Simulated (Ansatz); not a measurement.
Basis-set extrapolation for trimethyl borate (`COB(OC)OC`) (PBE0-D4/def2-TZVP geometry, frozen core, Ansatz). Multiplicity 1, RHF reference.

```csv
,def2-TZVPP,def2-QZVPP
HF,-368.407915,-368.425756
MP2 correlation,-1.319171,-1.416090
CCSD(T) correlation,-1.416465,not run
```

Energies in hartree. Use E(X) = E(∞) + A·exp(−7.88·√X) for Hartree–Fock and E(X) = E(∞) + B·X^(−2.97) for correlation, with X = 3 and 4, and add CCSD(T) minus MP2 of the smaller set to the MP2 limit.

Problem. What is the CCSD(T) energy at the basis-set limit?

Solution. HF limit: -368.425756 + (-0.017841) × 0.13774 = -368.42821. MP2 limit: -1.416090 + (-0.096919) × 0.74074 = -1.48788. Higher-order term: -1.416465 − (-1.319171) = -0.09729. Total: -370.01338 hartree, 118.6 kcal/mol below CCSD(T)/def2-TZVPP.
